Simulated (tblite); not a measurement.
C₈H₈O (charge +1 and doublet state).
Geometry (GFN2-xTB, Å), atoms numbered from 1 in this order:
```xyz
17
C8H8O angstrom
C      2.3937    2.2570   -0.0559
C      1.5786    1.3641   -0.0333
C      0.6600    0.3212   -0.0115
C     -0.7151    0.4518   -0.0545
C     -1.4705    1.7078   -0.0776
O     -2.6199    1.8218    0.2276
C     -1.3838   -0.8602   -0.0481
C     -0.2691   -1.8947    0.0839
C      1.0432   -1.1058    0.1044
H      3.0999    3.0391   -0.0712
H     -0.8696    2.5639   -0.4489
H     -2.1238   -0.8770    0.7665
H     -1.9999   -1.0199   -0.9429
H     -0.3986   -2.4687    1.0047
H     -0.2821   -2.6234   -0.7282
H      1.6436   -1.2916    1.0021
H      1.7063   -1.3735   -0.7270
```

Level: GFN2-xTB in tblite, geometry and Hessian alike; calculated harmonic values, unscaled, isolated species. Errors from tens to a few hundred cm⁻¹ against measured bands are possible. One conformer, not necessarily the lowest. Open shells enter through the occupations alone, without spin polarisation, and single modes of such species can be off by tens of per cent.

Harmonic wavenumbers (cm⁻¹): 68.4, 95.5, 103.4, 121.5, 182.1, 232.2, 339.0, 408.3, 501.4, 510.0, 545.6, 643.1, 670.6, 684.7, 716.9, 772.0, 805.5, 874.5, 926.7, 980.3, 1009.9, 1027.8, 1070.8, 1092.6, 1115.7, 1153.7, 1190.2, 1259.8, 1271.6, 1289.5, 1307.3, 1344.7, 1366.2, 1423.4, 1483.5, 1748.4, 2183.1, 2738.2, 2859.5, 2907.6, 2919.4, 2950.5, 2964.5, 2998.8, 3344.9.

A = 1952, B = 1624, C = 904.8 MHz; mass 120.058 u (most abundant isotopes); point group C1, symmetry number 1; spin multiplicity 2.

Q: Zero-point energy?

A: ½Σν̃ = 28102 cm⁻¹ = 336.17 kJ/mol.

Q: Give the ideal-gas entropy at 273.15 K and 1 bar in the rigid-rotor, harmonic-oscillator model (classical rotation).

A: Translation 166.75, rotation 120.69, vibration 95.72, spin (R ln 2) 5.76: S = 388.9 J/(mol K).

Q: And Cp and H(273.15 K) − H(0)?

A: Cp = 137.94 J/(mol K), of which vibrations give 104.68 (their classical limit is 45 R = 374.2); H(273.15 K) − H(0) = 23.23 kJ/mol without the zero-point energy, 14.15 from vibrations.

Q: Which modes carry the vibrational entropy at 273.15 K?

A: 68.4 cm⁻¹: 16.85; 95.5 cm⁻¹: 14.11; 103.4 cm⁻¹: 13.47; 121.5 cm⁻¹: 12.17; 182.1 cm⁻¹: 8.97; 232.2 cm⁻¹: 7.14 J/(mol K); the other 39 give 23.01 together.

Q: Blend soft modes into free rotors: weight 1/[1 + (100 cm⁻¹/ν̃)⁴] for the oscillator and the rest for a rotor with moment μB/(μ + B), μ = h/(8π²ν), B = 10⁻⁴⁴ kg m². What vibrational entropy results?

A: 90.11 J/(mol K) in place of 95.72, which changes −T·S at 273.15 K by +1.53 kJ/mol.

Hindered rotation and anharmonicity are outside this model. Other conformers, if any are populated, would add a mixing term that is left out. The structure is chiral; the term R ln 2 for an equal mix with its mirror image is left out.
